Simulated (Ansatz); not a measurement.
`C=C=[C](C)[GaH2]` + H₂O → `C=C=C(C)O` + `[GaH3]` at 600 K and 1 bar (formal hydrolysis of a C–Ga bond).

Isolated molecules relaxed with PBE0-D4/def2-TZVP in Ansatz; ΔE leaves out vibrations. CCSD(T)/CBS is the MP2 limit (def2-TZVPP, def2-QZVPP) plus CCSD(T) − MP2 in def2-TZVPP, frozen cores. This one scheme is used for every species. For Ga outer-core shells are correlated without core-valence functions, which leaves a few kJ/mol of doubt a bond. Scalar relativity is left out up to krypton. One conformer a species, not always the lowest.

```json
{"species": "`C=C=[C](C)[GaH2]`", "CCSD(T)/CBS energy (Eh)": "-2080.28855", "H − E (kJ/mol)": "296.3", "S (J/(mol·K))": "461.5"}
{"species": "H₂O", "CCSD(T)/CBS energy (Eh)": "-76.37941", "H − E (kJ/mol)": "76.8", "S (J/(mol·K))": "212.8"}
{"species": "`C=C=C(C)O`", "CCSD(T)/CBS energy (Eh)": "-230.92705", "H − E (kJ/mol)": "290.2", "S (J/(mol·K))": "398.3"}
{"species": "`[GaH3]`", "CCSD(T)/CBS energy (Eh)": "-1925.70545", "H − E (kJ/mol)": "74.9", "S (J/(mol·K))": "253.2"}
```

H − E and S are ideal-gas, rigid-rotor, harmonic terms from PBE0-D4/def2-TZVP, for one conformer and one mirror image of each species. 1 Eh = 2625.50 kJ/mol, R = 8.31446 J/(mol·K).

Task: By hand: ΔE, ΔH, ΔS and ΔG.

Result: ΔE = (-230.92705) + (-1925.70545) − (-2080.28855) − (-76.37941) = 0.03546 Eh = 93.1 kJ/mol. Δ(H − E) = 290.2 + 74.9 − 296.3 − 76.8 = -8.0, so ΔH = 85.1 kJ/mol. ΔS = 398.3 + 253.2 − 461.5 − 212.8 = -22.8 J/(mol·K). ΔG = 85.1 − 600 × (-22.8)/1000 = 98.8 kJ/mol.

Task: By hand: the equilibrium constant, and the temperature at which ΔG would vanish if ΔH and ΔS stayed fixed.

Result: log₁₀ K = −ΔG/(RT ln 10) = -8.6. ΔH and −TΔS have one sign here, so there is no such temperature.

ΔH outweighs TΔS. A doubt of 5 kJ/mol in ΔE shifts log₁₀ K by 0.4 here. Other conformers and mirror images would add mixing entropy, several J/(mol·K) or more a flexible species. These are equilibria of isolated gas molecules and say nothing of rates. Largest T1 diagnostic: 0.013 (customary marks: 0.02 for closed shells, 0.045 for open ones).
